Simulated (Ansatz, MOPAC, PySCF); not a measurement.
Stepwise substitution at one centre (Sn F-NH2). Gas-phase values, no solvent. One relaxed conformer stands for each flexible species; it need not be the lowest. Strings in code marks are SMILES.

Quantity: redistribution energy (mixed species minus the weighted end members), in kJ/mol. Semi-empirical values (MOPAC) are differences of heats of formation.

Level 1: PBE-D3(BJ)/def2-TZVP // CAM-B3LYP-D3(BJ)/def2-TZVP (PySCF)
Level 2: BP86/6-31G* (LANL2DZ on Sn) // CAM-B3LYP-D3(BJ)/def2-TZVP (PySCF)
Level 3: HF/def2-TZVPP // CAM-B3LYP-D3(BJ)/def2-TZVP (Ansatz, a program for electronic structure)
Level 4: AM1 // CAM-B3LYP-D3(BJ)/def2-TZVP (MOPAC)

```json
[
 {"species": "2 of 4 F replaced by NH2: `[NH2][Sn]([NH2])([F])[F]`", "level 2": "-30.32", "level 3": "-38.37", "level 4": "1.45"}
]
```

Task: What does level 1 give for each?

Result: 
- 2 of 4 F replaced by NH2: `[NH2][Sn]([NH2])([F])[F]`: -35.90
